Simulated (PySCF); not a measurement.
Cl₂Mg, charge -1, doublet, at a GFN2-xTB geometry (such geometries of metal compounds can be far from the true shape) (a state made from the parent by changing its charge; the spin is typed, not shown lowest) (in this run its highest filled SCF level lies above zero, so its values depend strongly on the basis, on diffuse functions most of all); DF-TPSS/aug-cc-pVTZ (PySCF).

Input for PySCF:
```python
from pyscf import gto, scf, dft
import numpy

mol = gto.Mole()
mol.atom = '''
    Mg    0.00000000    0.00000000    0.00000000
    Cl    0.00000000    0.00000000    2.32022441
    Cl   -0.00000000   -0.00000000   -2.32022441
'''
mol.basis = 'aug-cc-pvtz'
mol.charge = -1
mol.spin = 1
mol.verbose = 4
mol.build()
print('smallest overlap eigenvalue', numpy.linalg.eigvalsh(mol.intor('int1e_ovlp'))[0])

mf = dft.UKS(mol)
mf.xc = 'tpss'
mf = mf.density_fit(auxbasis='def2-universal-jkfit')
mf = scf.addons.remove_linear_dep_(mf, threshold=1e-4, lindep=1e-4)
mf.kernel()
```

It wrote (shortened):

```
PySCF version 2.14.0

[INPUT] verbose = 4
[INPUT] num. atoms = 3
[INPUT] num. electrons = 47
[INPUT] charge = -1
[INPUT] spin (= nelec alpha-beta = 2S) = 1
[INPUT] symmetry False subgroup None
[INPUT] Mole.unit = angstrom
[INPUT] Symbol           X                Y                Z      unit          X                Y                Z       unit  Magmom
[INPUT]  1 Mg     0.000000000000   0.000000000000   0.000000000000 AA    0.000000000000   0.000000000000   0.000000000000 Bohr   0.0
[INPUT]  2 Cl     0.000000000000   0.000000000000   2.320224410000 AA    0.000000000000   0.000000000000   4.384588682431 Bohr   0.0
[INPUT]  3 Cl     0.000000000000   0.000000000000  -2.320224410000 AA    0.000000000000   0.000000000000  -4.384588682431 Bohr   0.0

nuclear repulsion = 126.009539324388
number of shells = 39
number of NR pGTOs = 228
number of NR cGTOs = 150
basis = aug-cc-pvtz
ecp = {}
input.py:20: DeprecationWarning: remove_linear_dep_ is deprecated and will be removed in a future release. Linear dependency handling is now built into the SCF procedure by default. Linear dependency removal can be controlled using the following settings:
  pyscf.scf.hf.remove_overlap_zero_eigenvalue = True
  pyscf.scf.hf.overlap_zero_eigenvalue_threshold = 1e-6

  mf = scf.addons.remove_linear_dep_(mf, threshold=1e-4, lindep=1e-4)
smallest overlap eigenvalue 0.0003104347296260364
Applying remove_linear_dep_ on SCF object.
Using canonical orthogonalization with threshold 0.0001

******** <class 'pyscf.df.df_jk.DFUKS'> ********
method = DFUKS
initial guess = minao
damping factor = 0
level_shift factor = 0
DIIS = <class 'pyscf.scf.diis.CDIIS'>
diis_start_cycle = 1
diis_space = 8
diis_damp = 0
SCF conv_tol = 1e-09
SCF conv_tol_grad = None
SCF max_cycles = 50
direct_scf = False
number electrons alpha = 24  beta = 23
XC library pyscf.dft.libxc version 7.1.2
    S. Lehtola, C. Steigemann, M. J. T. Oliveira, and M. A. L. Marques,  SoftwareX 7, 1–5 (2018)
XC functionals = tpss
    J. Tao, J. P. Perdew, V. N. Staroverov, and G. E. Scuseria,  Phys. Rev. Lett. 91, 146401 (2003)
    J. P. Perdew, J. Tao, V. N. Staroverov, and G. E. Scuseria,  J. Chem. Phys. 120, 6898 (2004)
    J. Tao, J. P. Perdew, V. N. Staroverov, and G. E. Scuseria,  Phys. Rev. Lett. 91, 146401 (2003)
    J. P. Perdew, J. Tao, V. N. Staroverov, and G. E. Scuseria,  J. Chem. Phys. 120, 6898 (2004)
radial grids:
    Treutler-Ahlrichs [JCP 102, 346 (1995); DOI:10.1063/1.469408] (M4) radial grids

becke partition: Becke, JCP 88, 2547 (1988); DOI:10.1063/1.454033
pruning grids: <function nwchem_prune>
grids dens level: 3
symmetrized grids: False
atomic radii adjust function: <function treutler_atomic_radii_adjust>
small_rho_cutoff = 0
Set gradient conv threshold to 3.16228e-05
tot grids = 56344
init E= -1120.67497794295

cycle= 1 E= -1120.67787640218  delta_E= -0.0029  |g|= 0.344  |ddm|= 0.878
cycle= 2 E= -1120.49340888688  delta_E= 0.184  |g|= 0.657  |ddm|=  7.2
cycle= 3 E= -1120.76471857304  delta_E= -0.271  |g|= 0.034  |ddm|= 5.88
cycle= 4 E= -1120.76483326266  delta_E= -0.000115  |g|= 0.0315  |ddm|= 0.31
cycle= 5 E= -1120.76553536131  delta_E= -0.000702  |g|= 0.00253  |ddm|= 0.252
cycle= 6 E= -1120.76554000505  delta_E= -4.64e-06  |g|= 0.0005  |ddm|= 0.0183
cycle= 7 E= -1120.76554021593  delta_E= -2.11e-07  |g|= 0.000128  |ddm|= 0.0107
cycle= 8 E= -1120.76554023703  delta_E= -2.11e-08  |g|= 2.06e-05  |ddm|= 0.00144
cycle= 9 E= -1120.76554023788  delta_E= -8.52e-10  |g|= 6.27e-06  |ddm|= 0.000778
Extra cycle  E= -1120.76554023789  delta_E= -8.19e-12  |g|= 7.39e-06  |ddm|= 0.000123
converged SCF energy = -1120.76554023789  <S^2> = 0.75205723  2S+1 = 2.0020562
```
